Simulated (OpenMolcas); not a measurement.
**How methods differ on SnHCl3O (SMILES [OH][Sn]([Cl])([Cl])[Cl])**

SnHCl3O has 6 atoms, charge 0, and is taken as a singlet. As SMILES, `[OH][Sn]([Cl])([Cl])[Cl]`. Geometry: relaxed at PBE0-D4/def2-TZVP.

| atom | x (Å) | y (Å) | z (Å) |
| --- | --- | --- | --- |
| O | -0.6743 | 0.4775 | 1.3636 |
| Sn | 0.2519 | -0.2010 | -0.1899 |
| Cl | 1.9312 | -1.5297 | 0.5953 |
| Cl | -1.1754 | -1.4113 | -1.5195 |
| Cl | 1.1050 | 1.5259 | -1.4392 |
| H | -1.3961 | 1.0745 | 1.1436 |

Quantity: the energy change with the Sn2–Cl4 bond stretched from 2.296 to 2.984 Å, in eV. The values are calculated.

```json
{"level": "SVWN5/def2-SVP (core potential) (restricted)", "kind": "LDA", "program": "OpenMolcas", "value (eV)": "1.43", "CPU time (all runs)": "48 s"}
{"level": "revPBE/def2-SVP (core potential) (restricted)", "kind": "GGA", "program": "OpenMolcas", "value (eV)": "1.10", "CPU time (all runs)": "63 s"}
{"level": "TPSS/def2-SVP (core potential) (restricted)", "kind": "meta-GGA", "program": "OpenMolcas", "value (eV)": "1.23", "CPU time (all runs)": "85 s"}
{"level": "r2SCAN/def2-SVP (core potential) (restricted)", "kind": "meta-GGA", "program": "OpenMolcas", "value (eV)": "1.37", "CPU time (all runs)": "72 s"}
{"level": "B3LYP/def2-SVP (core potential) (restricted)", "kind": "global hybrid", "program": "OpenMolcas", "value (eV)": "1.28", "CPU time (all runs)": "58 s"}
{"level": "M06-2X/def2-SVP (core potential) (restricted)", "kind": "hybrid meta-GGA", "program": "OpenMolcas", "value (eV)": "1.57", "CPU time (all runs)": "64 s"}
{"level": "PBE0/def2-SVP (core potential) (restricted)", "kind": "global hybrid", "program": "OpenMolcas", "value (eV)": "1.47", "CPU time (all runs)": "51 s"}
{"level": "B2PLYP/def2-SVP (core potential) (restricted)", "kind": "double hybrid", "program": "OpenMolcas", "value (eV)": "1.44", "CPU time (all runs)": "47 s"}
```

The first shape isn't each level's own minimum. The values span 1.10 to 1.57 eV. CPU times are rough (shared hosts, several kinds of processor and program).
